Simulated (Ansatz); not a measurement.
Stretching the Ga1–F4 bond in FGaH2 (SMILES [F][GaH2]) (multiplicity 1 held, fragments rigid). Energies count from the point at 1.770 Å.
Geometry at that point (charge 0, multiplicity 1):
```xyz
4

Ga    -0.15315    -0.29827     0.09911
H      0.62377    -1.05783     1.21321
H     -1.47627    -0.60251    -0.66152
F      0.62223     1.21187    -0.40268
```

Restricted levels (R-, RO-) in cc, def2 and unpolarised 6-31G sets keep to the state of the molecule at rest. Unrestricted levels (U-) break spin symmetry where that is lower. Active spaces are followed from a long bond inwards. Levels need not reach the same state.

Frozen-core correlation. Filled d and f shells under p-block atoms count as core.

Codes used: Ansatz (Gaussian orbitals). Values without a source in brackets are computed.

Energies in kcal/mol.

```json
[
 {"R (Å)": "1.416", "R-HF/cc-pVDZ": "74.9", "R-MP2/cc-pVDZ": "80.0", "U-MP2/cc-pVDZ": "80.0", "SC-NEVPT2 on CASSCF(6,4)/cc-pVDZ": "80.1", "FIC-MRCISD+Q on CASSCF(6,4)/cc-pVDZ": "79.7"},
 {"R (Å)": "1.593", "R-HF/cc-pVDZ": "12.6", "R-MP2/cc-pVDZ": "14.9", "U-MP2/cc-pVDZ": "14.9", "SC-NEVPT2 on CASSCF(6,4)/cc-pVDZ": "15.3", "FIC-MRCISD+Q on CASSCF(6,4)/cc-pVDZ": "14.7"},
 {"R (Å)": "1.770", "R-HF/cc-pVDZ": "0.0", "R-MP2/cc-pVDZ": "0.0", "U-MP2/cc-pVDZ": "0.0", "SC-NEVPT2 on CASSCF(6,4)/cc-pVDZ": "0.0", "FIC-MRCISD+Q on CASSCF(6,4)/cc-pVDZ": "0.0"},
 {"R (Å)": "1.947", "R-HF/cc-pVDZ": "8.2", "R-MP2/cc-pVDZ": "6.6", "U-MP2/cc-pVDZ": "6.6", "SC-NEVPT2 on CASSCF(6,4)/cc-pVDZ": "2.9", "FIC-MRCISD+Q on CASSCF(6,4)/cc-pVDZ": "6.6"},
 {"R (Å)": "2.124", "R-HF/cc-pVDZ": "24.4", "R-MP2/cc-pVDZ": "21.7", "U-MP2/cc-pVDZ": "21.7", "SC-NEVPT2 on CASSCF(6,4)/cc-pVDZ": "16.9", "FIC-MRCISD+Q on CASSCF(6,4)/cc-pVDZ": "21.3"},
 {"R (Å)": "2.390", "R-HF/cc-pVDZ": "51.8", "R-MP2/cc-pVDZ": "48.1", "U-MP2/cc-pVDZ": "48.1", "SC-NEVPT2 on CASSCF(6,4)/cc-pVDZ": "40.2", "FIC-MRCISD+Q on CASSCF(6,4)/cc-pVDZ": "47.0"},
 {"R (Å)": "2.655", "R-HF/cc-pVDZ": "77.1", "R-MP2/cc-pVDZ": "72.9", "U-MP2/cc-pVDZ": "84.3", "SC-NEVPT2 on CASSCF(6,4)/cc-pVDZ": "65.5", "FIC-MRCISD+Q on CASSCF(6,4)/cc-pVDZ": "71.0"},
 {"R (Å)": "3.098", "R-HF/cc-pVDZ": "111.3", "R-MP2/cc-pVDZ": "106.6", "U-MP2/cc-pVDZ": "122.4", "SC-NEVPT2 on CASSCF(6,4)/cc-pVDZ": "99.6", "FIC-MRCISD+Q on CASSCF(6,4)/cc-pVDZ": "101.8"},
 {"R (Å)": "3.540", "R-HF/cc-pVDZ": "137.1", "R-MP2/cc-pVDZ": "131.4", "U-MP2/cc-pVDZ": "129.8", "SC-NEVPT2 on CASSCF(6,4)/cc-pVDZ": "116.9", "FIC-MRCISD+Q on CASSCF(6,4)/cc-pVDZ": "117.4"},
 {"R (Å)": "4.071", "R-HF/cc-pVDZ": "159.9", "R-MP2/cc-pVDZ": "151.7", "U-MP2/cc-pVDZ": "132.1", "SC-NEVPT2 on CASSCF(6,4)/cc-pVDZ": "126.0", "FIC-MRCISD+Q on CASSCF(6,4)/cc-pVDZ": "123.5"},
 {"R (Å)": "4.779", "R-HF/cc-pVDZ": "180.0", "R-MP2/cc-pVDZ": "165.9", "U-MP2/cc-pVDZ": "132.9", "SC-NEVPT2 on CASSCF(6,4)/cc-pVDZ": "128.0", "FIC-MRCISD+Q on CASSCF(6,4)/cc-pVDZ": "125.3"},
 {"R (Å)": "5.665", "R-HF/cc-pVDZ": "194.6", "R-MP2/cc-pVDZ": "168.8", "U-MP2/cc-pVDZ": "133.1", "SC-NEVPT2 on CASSCF(6,4)/cc-pVDZ": "128.4", "FIC-MRCISD+Q on CASSCF(6,4)/cc-pVDZ": "125.6"}
]
```

Doubts at one or more of the structures used: a restricted determinant that unrestricted orbitals would lower (R-HF/cc-pVDZ, R-MP2/cc-pVDZ); a spin-contaminated determinant (U-MP2/cc-pVDZ); active orbitals that take no part (SC-NEVPT2 on CASSCF(6,4)/cc-pVDZ, FIC-MRCISD+Q on CASSCF(6,4)/cc-pVDZ).

Ansatz is a first-principles code.
